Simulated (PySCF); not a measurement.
# Hartree-Fock beside MP2: Al2H3 cation

All numbers below are calculated, not measured. The program is PySCF 2.14.0, an open-source quantum chemistry code, run on an isolated molecule that a program drew, which may never have been made. The molecule is Al2H3 cation (charge +1, singlet), drawn as the SMILES string `[AlH+][AlH2]`.

The geometry was optimised and harmonic frequencies were computed with HF and MP2, all in the cc-pV(D+d)Z basis, for the commonest isotopes, with a restricted reference for singlets and an unrestricted one otherwise, and a frozen core in MP2. Each result is a local minimum of its method.

Geometry at the HF minimum:
```xyz
5
Al2H3 cation, angstrom
Al   -0.6019    1.4863    3.0333
Al   -1.5321   -0.5962    1.5613
H    -0.0662    2.6844    3.8809
H    -1.0242   -1.9654    2.0997
H    -2.4406   -0.1231    0.3893
```

Lengths of the bonds as drawn, in Å (atoms numbered as above):
```
   bond     HF    MP2
Al1-Al2  2.715  2.708
 Al1-H3  1.562  1.566
 Al2-H4  1.557  1.559
 Al2-H5  1.557  1.559
```

Rotational constants, in GHz:
```
constant     HF    MP2
       A  120.5  119.3
       B  4.372  4.394
       C  4.219  4.238
```

Harmonic frequencies in cm^-1, each column in rising order, so a row needn't be the same motion in every method:
| rank | HF | MP2 |
|---|---|---|
| 1 | 302 | 295 |
| 2 | 311 | 301 |
| 3 | 369 | ? |
| 4 | 467 | 445 |
| 5 | 570 | 553 |
| 6 | 749 | 720 |
| 7 | 2074 | 2037 |
| 8 | 2084 | 2040 |
| 9 | 2114 | 2084 |

**Estimate the missing MP2 frequency from the HF column.**

A single factor s that minimises the squared misfit of MP2 against s times HF over the other rows is sum(HF x MP2) / sum(HF^2) = 0.9806, with an rms misfit of 8 cm^-1. For rank 3 it gives 0.9806 x 369 = 362 cm^-1. The calculation gives 350 cm^-1, 12 cm^-1 below the estimate. The drawn bonds are on average 0.1 % longer in MP2 than in HF.
